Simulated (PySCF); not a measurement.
Lowest singlet excitation (eV) of eight silicon and germanium compounds: TDA-PBE beside TDA-PBE0, computed with PySCF for isolated molecules in the bases named; differences from unrounded values. The eight are the first of their class met in an unordered collection, after screening for sound electronic states; none was chosen by its value. Each molecule has one DFT geometry for both levels.

```
molecule                                                             basis  TDA-PBE0  TDA-PBE  difference
---------------------------------------------------------------  ---------  --------  -------  ----------
C₂H₆F₂OSi, SMILES OC[Si@H](F)CF                                  def2-SVPD      6.39     5.29       -1.09
CH₈N₂OSi₂, SMILES N[Si@@]1(O)[SiH2]NC1                           def2-SVPD      5.23     4.58       -0.65
C3H11NSi2, SMILES C=C(N([SiH3])C)[SiH3]                          def2-SVPD      5.14     4.46       -0.68
GeH2Br2, SMILES [Br][GeH2][Br]                                   def2-SVPD      5.58     4.96       -0.62
C3H10OSi2, SMILES C[C@@H]1O[C@H]([SiH3])[SiH2]1                  def2-SVPD      5.62     4.64       -0.98
dichloro(silyloxy)silane (Cl₂H₄OSi₂), SMILES [SiH3]O[SiH](Cl)Cl  def2-SVPD      7.60     6.76       -0.84
C3H5ClOSi, SMILES C=C=C(Cl)[SiH2]O                               def2-SVPD      4.72     4.38       -0.33
Ge(H)2(Cl)(OMe) (CH5ClGeO), SMILES [Cl][GeH2][O]C                def2-SVPD      6.60     5.55       -1.06
```

TDA-PBE lies below TDA-PBE0 in 8 and above it in 0 of the eight; the mean signed difference is -0.78 and the largest -1.09 eV.
